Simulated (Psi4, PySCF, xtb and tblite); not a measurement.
Internal rotation in SMILES [SiH2](F)[SeH]. Scanned: dihedral F1–Si2–Se3–H6; all other coordinates were relaxed at B3LYP-D3(BJ)/def2-SVP. Points at φ and −φ are mirror images. Heavy atoms are numbered in the order of the SMILES F[SiH2][SeH], hydrogens after them in the order of the atoms that carry them; the mirror image has the same energies with the sign of each dihedral reversed.

- RHF/6-31G* = PySCF 2.14.0 with restricted Hartree-Fock/6-31G*, spherical d // B3LYP-D3(BJ)/def2-SVP
- GFN2-xTB, on its own relaxed geometries (the stored frames are those of B3LYP-D3(BJ)/def2-SVP) (xtb and tblite)
- RKS-BP86/6-31G* = restricted BP86/6-31G*, spherical d // B3LYP-D3(BJ)/def2-SVP (PySCF)
- MP2/cc-pVTZ = DF-MP2 (frozen core)/cc-pVTZ // B3LYP-D3(BJ)/def2-SVP (Psi4 1.11)

Energies relative to the lowest point of each profile, in kcal/mol; the last columns give the difference from MP2:

```csv
φ / °,RHF/6-31G*,GFN2-xTB,RKS-BP86/6-31G*,MP2/cc-pVTZ,RHF/6-31G* − MP2/cc-pVTZ,GFN2-xTB − MP2/cc-pVTZ,RKS-BP86/6-31G* − MP2/cc-pVTZ
-150,1.49,0.24,2.23,1.70,-0.20,-1.46,0.53
-120,1.03,0.54,1.23,0.98,0.04,-0.45,0.25
-90,0.07,0.42,0.00,0.00,0.07,0.42,0.00
-60,0.00,0.17,0.05,0.10,-0.10,0.07,-0.05
-30,1.28,0.05,1.76,1.53,-0.25,-1.48,0.23
0,2.21,0.02,2.98,2.48,-0.27,-2.46,0.50
30,1.28,0.05,1.76,1.53,-0.25,-1.48,0.23
60,0.00,0.17,0.05,0.10,-0.10,0.07,-0.05
90,0.07,0.42,0.00,0.00,0.07,0.42,0.00
120,1.03,0.54,1.23,0.98,0.04,-0.45,0.25
150,1.49,0.24,2.23,1.70,-0.20,-1.46,0.53
180,1.49,0.00,2.58,1.86,-0.36,-1.86,0.72
```

RHF/6-31G* is furthest from MP2/cc-pVTZ at 180 (-0.36 kcal/mol, below); its mean absolute difference over the points is 0.16 kcal/mol.

GFN2-xTB is furthest from MP2/cc-pVTZ at 0 (-2.46 kcal/mol, below); its mean absolute difference over the points is 1.01 kcal/mol.

RKS-BP86/6-31G* is furthest from MP2/cc-pVTZ at 180 (0.72 kcal/mol, above); its mean absolute difference over the points is 0.28 kcal/mol.
